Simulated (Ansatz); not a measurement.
Born–Oppenheimer molecular dynamics of BBrFH$_{4}$NO (9 atoms, charge 0, multiplicity 1). It starts at the highest image of a converged band, a first-order saddle point between two minima.

Level of theory: RKS PBE-D4/def2-SVP in Ansatz 0.2.0.

```
ensemble                      : NVE (velocity Verlet)
time step                     : 0.5 fs
steps asked                   : 200
starting velocities drawn for : 100 K
seed                          : 6144
```

Frames 0.5 fs apart, positions in Å.

Velocities at 40 fs (Å/ps):

```
B -1.48 5.15 -1.56
N -1.78 0.38 1.54
H -1.70 -4.22 -6.35
H -1.97 -13.22 -12.25
F 0.01 2.22 -0.61
O 0.06 -2.84 1.31
H 1.23 5.23 0.82
Br 0.62 -0.77 -0.18
H -7.21 15.70 17.66
```

```xyz
9
Properties=species:S:1:pos:R:3 time_fs=40 energy_less_start_eV=-0.002 T=103
B -0.022 -0.091 0.181
N 0.024 0.040 1.742
H -0.543 -0.660 2.254
H 0.977 0.030 2.099
F 1.171 -0.299 -0.363
O -1.174 -0.470 -0.429
H -1.864 0.193 -0.275
Br -0.721 2.537 0.482
H -0.403 1.070 1.805
9
Properties=species:S:1:pos:R:3 time_fs=40.5 energy_less_start_eV=0.000 T=100
B -0.023 -0.088 0.180
N 0.024 0.041 1.742
H -0.544 -0.662 2.251
H 0.976 0.023 2.093
F 1.171 -0.298 -0.364
O -1.174 -0.471 -0.428
H -1.864 0.196 -0.275
Br -0.720 2.536 0.482
H -0.406 1.077 1.814
9
Properties=species:S:1:pos:R:3 time_fs=41 energy_less_start_eV=0.002 T=98
B -0.024 -0.085 0.180
N 0.022 0.041 1.743
H -0.544 -0.663 2.247
H 0.977 0.017 2.088
F 1.171 -0.297 -0.364
O -1.174 -0.473 -0.428
H -1.864 0.200 -0.274
Br -0.720 2.536 0.482
H -0.409 1.084 1.823
9
Properties=species:S:1:pos:R:3 time_fs=41.5 energy_less_start_eV=0.005 T=95
B -0.025 -0.083 0.179
N 0.021 0.041 1.744
H -0.545 -0.665 2.243
H 0.980 0.011 2.084
F 1.172 -0.296 -0.364
O -1.174 -0.474 -0.427
H -1.865 0.204 -0.273
Br -0.720 2.535 0.482
H -0.411 1.090 1.831
9
Properties=species:S:1:pos:R:3 time_fs=42 energy_less_start_eV=0.008 T=92
B -0.026 -0.080 0.178
N 0.020 0.041 1.745
H -0.545 -0.667 2.239
H 0.984 0.005 2.080
F 1.172 -0.295 -0.365
O -1.174 -0.476 -0.426
H -1.866 0.207 -0.272
Br -0.719 2.535 0.482
H -0.411 1.094 1.839
9
Properties=species:S:1:pos:R:3 time_fs=42.5 energy_less_start_eV=0.010 T=89
B -0.027 -0.077 0.177
N 0.018 0.042 1.746
H -0.546 -0.669 2.234
H 0.988 0.000 2.077
F 1.172 -0.294 -0.365
O -1.174 -0.477 -0.426
H -1.866 0.211 -0.272
Br -0.719 2.535 0.482
H -0.411 1.097 1.846
9
Properties=species:S:1:pos:R:3 time_fs=43 energy_less_start_eV=0.012 T=87
B -0.029 -0.074 0.176
N 0.017 0.042 1.746
H -0.546 -0.670 2.230
H 0.993 -0.005 2.075
F 1.172 -0.293 -0.365
O -1.173 -0.479 -0.425
H -1.866 0.214 -0.271
Br -0.719 2.534 0.482
H -0.410 1.098 1.853
9
Properties=species:S:1:pos:R:3 time_fs=43.5 energy_less_start_eV=0.013 T=86
B -0.030 -0.071 0.176
N 0.015 0.043 1.747
H -0.547 -0.673 2.226
H 0.998 -0.010 2.073
F 1.172 -0.292 -0.366
O -1.173 -0.480 -0.425
H -1.866 0.215 -0.270
Br -0.718 2.534 0.482
H -0.407 1.097 1.859
9
Properties=species:S:1:pos:R:3 time_fs=44 energy_less_start_eV=0.012 T=87
B -0.031 -0.068 0.175
N 0.014 0.043 1.748
H -0.548 -0.675 2.222
H 1.002 -0.014 2.071
F 1.172 -0.291 -0.366
O -1.173 -0.481 -0.424
H -1.864 0.216 -0.270
Br -0.718 2.533 0.482
H -0.403 1.095 1.864
9
Properties=species:S:1:pos:R:3 time_fs=44.5 energy_less_start_eV=0.009 T=91
B -0.032 -0.065 0.174
N 0.012 0.044 1.749
H -0.549 -0.678 2.218
H 1.006 -0.018 2.070
F 1.172 -0.289 -0.366
O -1.174 -0.483 -0.423
H -1.862 0.216 -0.270
Br -0.718 2.533 0.482
H -0.399 1.090 1.869
9
Properties=species:S:1:pos:R:3 time_fs=45 energy_less_start_eV=0.003 T=97
B -0.034 -0.061 0.173
N 0.011 0.045 1.750
H -0.550 -0.681 2.214
H 1.007 -0.022 2.068
F 1.172 -0.288 -0.367
O -1.174 -0.484 -0.423
H -1.859 0.215 -0.270
Br -0.717 2.532 0.481
H -0.393 1.084 1.874
9
Properties=species:S:1:pos:R:3 time_fs=45.5 energy_less_start_eV=-0.003 T=104
B -0.035 -0.058 0.173
N 0.010 0.046 1.751
H -0.552 -0.684 2.211
H 1.008 -0.025 2.067
F 1.172 -0.287 -0.367
O -1.174 -0.485 -0.422
H -1.855 0.213 -0.270
Br -0.717 2.532 0.481
H -0.386 1.077 1.878
```

Of the whole run (100 fs, mean temperature of the second half 414 K): The conserved energy stayed within 0.063 meV per atom of its start (net change -0.018 meV per atom), so the integration is sound. The kinetic energy rose, since the run started high on the potential surface and went downhill. A run of 0.1 ps of so small a system gives no equilibrium averages. The orbitals stay closed-shell, which can raise the energy where a bond breaks towards radicals; this wasn't checked here.

Time of the run: 5.2 min on 2 threads of Arm Neoverse V2 (shared host), peak memory 0.15 GiB.
